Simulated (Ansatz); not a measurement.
CH4N2OSi, SMILES [SiH2](OC#N)N.

Geometry optimised at B3LYP-D3(BJ)/def2-SVP. This is a generated structure with no PubChem entry under its InChIKey; it may be hypothetical. One conformer was computed; it need not be the lowest.

Two levels are set side by side: PBE/def2-SVPD (Ansatz, a quantum-chemistry and plane-wave program) and CAM-B3LYP/def2-SVPD (Ansatz). Energy differences of separate SCF runs at the same geometry; the states with an electron removed or added have multiplicity 2 and 2. Differences are taken from unrounded values.

| quantity | CAM-B3LYP |
|---|---|
| vertical ionisation energy (eV) | 11.02 |
| vertical singlet–triplet gap (eV) | 6.79 |

Task: What does PBE give, and how far is it from CAM-B3LYP? (Estimate from the structure and the level; the computed values follow.)

Result: 
```tsv
quantity	PBE	PBE minus CAM-B3LYP
vertical ionisation energy (eV)	10.16	-0.86
vertical singlet–triplet gap (eV)	6.25	-0.54
```
